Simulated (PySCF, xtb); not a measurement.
C₄H₆ClF, SMILES C[C@@H](F)/C=C\Cl. One conformer was computed; it need not be the lowest.

Harmonic wavenumbers (cm⁻¹) from GFN2-xTB (xtb 6.7.1) at its own minimum, in rising order: 47, 134, 196, 232, 364, 390, 499, 591, 728, 755, 862, 894, 949, 1071, 1088, 1125, 1184, 1239, 1271, 1303, 1390, 1470, 1482, 1681, 2902, 3047, 3050, 3064, 3082, 3096.

Q: What does PySCF 2.14.0 with PBE-D3(BJ)/def2-SVP give at its own minimum? (The exact figures need the calculation; the answer reports its results.)

A: 44, 143, 235, 254, 367, 407, 515, 603, 693, 732, 859, 895, 925, 1059, 1079, 1114, 1158, 1255, 1299, 1324, 1334, 1407, 1416, 1656, 2965, 2980, 3080, 3084, 3108, 3150. Paired by order, the mean absolute difference is 27 cm⁻¹ and the zero-point energies are 56.0 and 56.0 kcal/mol.
